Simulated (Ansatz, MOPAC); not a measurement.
Species: H$_{5}$S, net charge 0, doublet state. SMILES: [H][S@OH20]([H])([H])([H])[H]

Atoms: S1, H2, H3, H4, H5, H6. Bonds: S1-H2, S1-H3, S1-H4, S1-H5, S1-H6.

Bond lengths (Å) and angles (degrees) optimised at MNDO with MOPAC; HF/6-31G* with Ansatz (a program for electronic structure); B3LYP/6-31G* with Ansatz, each started from the B3LYP-D3(BJ)/def2-TZVP structure (Ansatz) of the last column. A row stands for all coordinates that are equal there. 6-31G* holds six Cartesian d functions. No wavenumbers were computed at MNDO, so these may be saddle points.

```csv
coordinate,MNDO,HF/6-31G*,B3LYP/6-31G*,B3LYP-D3(BJ)/def2-TZVP
S1-H2,1.394,1.333,1.355,1.346
S1-H3,1.346 to 1.378,1.441,1.497,1.481
H2-S1-H3,99.1 to 120.6,89.8,89.0,89.0
H3-S1-H4,118.8 to 161.8,179.7,177.9,178.1
H3-S1-H5,85.4,90.0,90.0,90.0
```

A range marks coordinates that this level makes unequal.

Mean signed difference of all 5 bond lengths from B3LYP-D3(BJ)/def2-TZVP: MNDO -0.086 Å, HF/6-31G* -0.035 Å, B3LYP/6-31G* 0.014 Å.
